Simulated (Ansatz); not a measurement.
Level of theory: frozen-core CCSD(T)/def2-TZVPP // BP86-D3(BJ)/def2-SVP in Ansatz (an electronic-structure program).

Ansatz 0.2 input:
```yaml
crystal:
  periodic: [false, false, false]
  atoms:
    - { symbol: Ti, position_ang: [0.127242, -0.059027, 0.024387] }
    - { symbol: F, position_ang: [0.806801, 0.615756, -1.444869] }
    - { symbol: F, position_ang: [-1.046164, -1.292887, -0.396948] }
    - { symbol: F, position_ang: [-0.694253, 1.217833, 0.901852] }
    - { symbol: O, position_ang: [1.399907, -0.752456, 1.008026] }
    - { symbol: H, position_ang: [2.13216, -1.080546, 1.553648] }
basis:
  gaussian: { orbitals: def2-TZVPP }
correlation:
  method: ccsd_t
```

Output:

```
Functional definition: HF
1365 factors; integrals over basis functions are off by at most 5.6e-4 eV
mean field evaluation 1: about -33259.9185 eV, gradient 7.4e1 eV
mean field evaluation 2: about -33260.0334 eV, gradient 7.4e1 eV
mean field evaluation 4: about -33268.6978 eV, gradient 5.3e0 eV
mean field evaluation 8: about -33268.7887 eV, gradient 3.6e-1 eV
mean field evaluation 16: about -33268.7888 eV, gradient 1.1e-6 eV
mean field -33268.78884100 eV, -1222.6054395118 hartree, gradient 1.1e-6 eV, S^2 0.000000; 0 other end points of the search recorded, 0 dependent functions left out
9 core orbitals not correlated
reference -33268.78884100 eV, -1222.6054395118 hartree; 20, 20 occupied and 173, 173 virtual orbitals, 1365 factors
second order -38.74438877 eV of doubles, -0.00000000 eV of singles
cycle   1  -36.92207310 eV  change     1.8e0 eV  update   2.5e-1
cycle   2  -38.24061573 eV  change    -1.3e0 eV  update   1.6e-1
cycle   3  -38.51957537 eV  change   -2.8e-1 eV  update   5.0e-2
cycle   4  -38.52219011 eV  change   -2.6e-3 eV  update   1.8e-2
cycle   5  -38.49397803 eV  change    2.8e-2 eV  update   4.7e-3
cycle   6  -38.49281844 eV  change    1.2e-3 eV  update   1.9e-3
cycle   7  -38.49389488 eV  change   -1.1e-3 eV  update   1.0e-3
cycle   8  -38.49357262 eV  change    3.2e-4 eV  update   4.0e-4
cycle   9  -38.49356148 eV  change    1.1e-5 eV  update   2.1e-4
cycle  10  -38.49384854 eV  change   -2.9e-4 eV  update   8.1e-5
cycle  11  -38.49374927 eV  change    9.9e-5 eV  update   4.0e-5
cycle  12  -38.49370491 eV  change    4.4e-5 eV  update   1.6e-5
perturbative correction -1.67047498 eV, -0.0613888231 hartree
Total energy: -33308.95302088 eV, -1224.0814458982 hartree
```

Cost: about 6 core-minutes (a rough figure).
